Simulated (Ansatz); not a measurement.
C$_{3}$H$_{7}$Al, SMILES `[CH3][Al]1[CH2][CH2]1`. The species carries charge 0 and has multiplicity 1.

```xyz
11

C    -0.9557    1.1832    1.6349
Al   -0.1332    0.1388    0.2180
C     0.0460   -0.5296   -1.5571
C     1.1782   -1.0121   -0.5472
H    -0.7471    0.7651    2.6219
H    -2.0376    1.2582    1.5055
H    -0.5534    2.2014    1.6175
H     0.4089    0.0815   -2.3826
H    -0.5813   -1.3315   -1.9445
H     2.1810   -0.6686   -0.7984
H     1.1941   -2.0864   -0.3680
```

(1) List the harmonic frequencies (cm⁻¹, unscaled) at PBE0-D4/def2-TZVP in Ansatz. (An estimate is asked.)

Results:

(1) Computed: 11, 140, 159, 255, 500, 588, 638, 665, 701, 739, 834, 918, 959, 996, 1185, 1215, 1400, 1413, 1437, 1442, 3045, 3089, 3097, 3124, 3144, 3147, 3168.
